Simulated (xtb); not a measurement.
Input file for xtb: GFN2-xTB on BeCl, 2S+1 = 2, a spin state set in the input, which need not be the lowest, a point of a bond scan (R = 1.820 Å).

```
$ xtb mol.xyz --gfn 2 --sp --chrg 0 --uhf 1
2

Be     0.00000000     0.00000000     0.00000000
Cl     0.00000000     0.00000000     1.81982000
```

Program output:

```
[...]
           -------------------------------------------------
          |                Calculation Setup                |
           -------------------------------------------------



           -------------------------------------------------
          |                 G F N 2 - x T B                 |
           -------------------------------------------------

        Reference                      10.1021/acs.jctc.8b01176
      * Hamiltonian:
        H0-scaling (s, p, d)           1.850000    2.230000    2.230000
        zeta-weighting                 0.500000
      * Dispersion:
        s8                             2.700000
        a1                             0.520000
        a2                             5.000000
        s9                             5.000000
      * Repulsion:
        kExp                           1.500000    1.000000
        rExp                           1.000000
      * Coulomb:
        alpha                          2.000000
        third order                    shell-resolved
        anisotropic                    true
        a3                             3.000000
        a5                             4.000000
        cn-shift                       1.200000
        cn-exp                         4.000000
        max-rad                        5.000000


          ...................................................
          :                      SETUP                      :
          :.................................................:
          :  # basis functions                  14          :
          :  # atomic orbitals                  13          :
          :  # shells                            5          :
          :  # electrons                         9          :
          :  max. iterations                   250          :
          :  Hamiltonian                  GFN2-xTB          :
          :  restarted?                      false          :
          :  GBSA solvation                  false          :
          :  PC potential                    false          :
          :  electronic temp.          300.0000000     K    :
          :  accuracy                    1.0000000          :
          :  -> integral cutoff          0.2500000E+02      :
          :  -> integral neglect         0.1000000E-07      :
          :  -> SCF convergence          0.1000000E-05 Eh   :
          :  -> wf. convergence          0.1000000E-03 e    :
          :  Broyden damping             0.4000000          :
          :  net charge                          0          :
          :  unpaired electrons                  1          :
          ...................................................

 iter      E             dE          RMSdq      gap      omega  full diag
   1     -3.1088130 -0.310881E+01  0.210E+01    2.45       0.0  T
   2     -3.4364599 -0.327647E+00  0.229E+01    0.00       1.0  T
   3     -5.0215181 -0.158506E+01  0.112E+01    3.15       1.0  T
   4     -5.1023004 -0.807824E-01  0.851E+00    3.50       1.0  T
   5     -5.2015343 -0.992339E-01  0.609E+00    3.02       1.0  T
   6     -5.1848733  0.166610E-01  0.677E+00    3.23       1.0  T
   7     -5.2043685 -0.194952E-01  0.238E+00    3.01       1.0  T
   8     -5.2148600 -0.104916E-01  0.925E-01    3.10       1.0  T
   9     -5.2149137 -0.536927E-04  0.349E+00    3.08       1.0  T
  10     -5.2150597 -0.146018E-03  0.107E+00    3.11       1.0  T
  11     -5.2145480  0.511754E-03  0.611E-01    3.13       1.0  T
  12     -5.2148892 -0.341188E-03  0.407E-01    3.12       1.0  T
  13     -5.2153306 -0.441408E-03  0.578E-02    3.10       1.2  T
  14     -5.2153311 -0.510671E-06  0.204E-02    3.10       3.5  T
  15     -5.2153317 -0.555689E-06  0.661E-03    3.10      10.7  T
  16     -5.2153317 -0.754505E-07  0.550E-04    3.10     128.6  T
  17     -5.2153317 -0.716844E-09  0.185E-04    3.10     382.2  T

   *** convergence criteria satisfied after 17 iterations ***

         #    Occupation            Energy/Eh            Energy/eV
      -------------------------------------------------------------
         1        2.0000           -1.0407258             -28.3196
         2        2.0000           -0.4412359             -12.0066
         3        2.0000           -0.4279434             -11.6449
         4        2.0000           -0.4279434             -11.6449
         5        1.0000           -0.3145125              -8.5583 (HOMO)
         6                         -0.2004867              -5.4555 (LUMO)
         7                         -0.2004867              -5.4555
         8                          0.0400914               1.0909
         9                          0.0449263               1.2225
        10                          0.0449263               1.2225
       ...                                ...                  ...
        13                          0.3459393               9.4135
      -------------------------------------------------------------
                  HL-Gap            0.1140259 Eh            3.1028 eV
             Fermi-level           -0.3143638 Eh           -8.5543 eV

 SCC (total)                   0 d,  0 h,  0 min,  0.006 sec
 SCC setup                      ...        0 min,  0.000 sec (  1.377%)
 Dispersion                     ...        0 min,  0.000 sec (  0.367%)
 classical contributions        ...        0 min,  0.000 sec (  0.266%)
 integral evaluation            ...        0 min,  0.000 sec (  6.112%)
 iterations                     ...        0 min,  0.005 sec ( 81.923%)
 molecular gradient             ...        0 min,  0.000 sec (  7.716%)
 printout                       ...        0 min,  0.000 sec (  1.984%)

         :::::::::::::::::::::::::::::::::::::::::::::::::::::
         ::                     SUMMARY                     ::
         :::::::::::::::::::::::::::::::::::::::::::::::::::::
         :: total energy              -5.206281828927 Eh    ::
         :: gradient norm              0.017125509405 Eh/a0 ::
         :: HOMO-LUMO gap              3.102802377971 eV    ::
         ::.................................................::
         :: SCC energy                -5.215331732374 Eh    ::
         :: -> isotropic ES           -0.015912982227 Eh    ::
         :: -> anisotropic ES         -0.005645263908 Eh    ::
         :: -> anisotropic XC         -0.007998860865 Eh    ::
         :: -> dispersion             -0.000512843075 Eh    ::
         :: repulsion energy           0.009049903448 Eh    ::
         :: add. restraining           0.000000000000 Eh    ::
         :: total charge               0.000000000000 e     ::
         :::::::::::::::::::::::::::::::::::::::::::::::::::::

           -------------------------------------------------
          |                Property Printout                |
           -------------------------------------------------

    * Orbital Energies and Occupations

         #    Occupation            Energy/Eh            Energy/eV
      -------------------------------------------------------------
         1        2.0000           -1.0407258             -28.3196
         2        2.0000           -0.4412359             -12.0066
         3        2.0000           -0.4279434             -11.6449
         4        2.0000           -0.4279434             -11.6449
         5        1.0000           -0.3145125              -8.5583 (HOMO)
         6                         -0.2004867              -5.4555 (LUMO)
         7                         -0.2004867              -5.4555
         8                          0.0400914               1.0909
         9                          0.0449263               1.2225
        10                          0.0449263               1.2225
        11                          0.0488828               1.3302
Note: The following floating-point exceptions are signalling: IEEE_UNDERFLOW_FLAG IEEE_DENORMAL
normal termination of xtb
        12                          0.0488828               1.3302
        13                          0.3459393               9.4135
      -------------------------------------------------------------
                  HL-Gap            0.1140259 Eh            3.1028 eV
             Fermi-level           -0.3143638 Eh           -8.5543 eV

     #   Z          covCN         q      C6AA      α(0)
     1   4 Be       0.764     0.446    66.514    24.368
     2  17 Cl       0.764    -0.446   113.623    16.305

 Mol. C6AA /au·bohr⁶  :        318.130857
 Mol. C8AA /au·bohr⁸  :      13654.049916
 Mol. α(0) /au        :         40.673940


Wiberg/Mayer (AO) data.
largest (>0.10) Wiberg bond orders for each atom

 ---------------------------------------------------------------------------
     #   Z sym  total        # sym  WBO       # sym  WBO       # sym  WBO
 ---------------------------------------------------------------------------
     1   4 Be   1.003 --     2 Cl   1.003
     2  17 Cl   1.003 --     1 Be   1.003
 ---------------------------------------------------------------------------

Topologies differ in total number of bonds
Writing topology from bond orders to xtbtopo.mol

molecular dipole:
                 x           y           z       tot (Debye)
 q only:        0.000       0.000      -1.535
   full:       -0.000      -0.000      -0.384       0.977
molecular quadrupole (traceless):
                xx          xy          yy          xz          yz          zz
 q only:        2.639       0.000       2.639       0.000       0.000      -5.278
  q+dip:        1.305       0.000       1.305      -0.000      -0.000      -2.610
   full:        1.840       0.000       1.840      -0.000      -0.000      -3.681


           -------------------------------------------------
          | TOTAL ENERGY               -5.206281828927 Eh   |
          | GRADIENT NORM               0.017125509405 Eh/α |
          | HOMO-LUMO GAP               3.102802377971 eV   |
           -------------------------------------------------

------------------------------------------------------------------------
------------------------------------------------------------------------
 total:
 SCF:
```

The run finished.

Cost: around 0.04 core-seconds (rough).
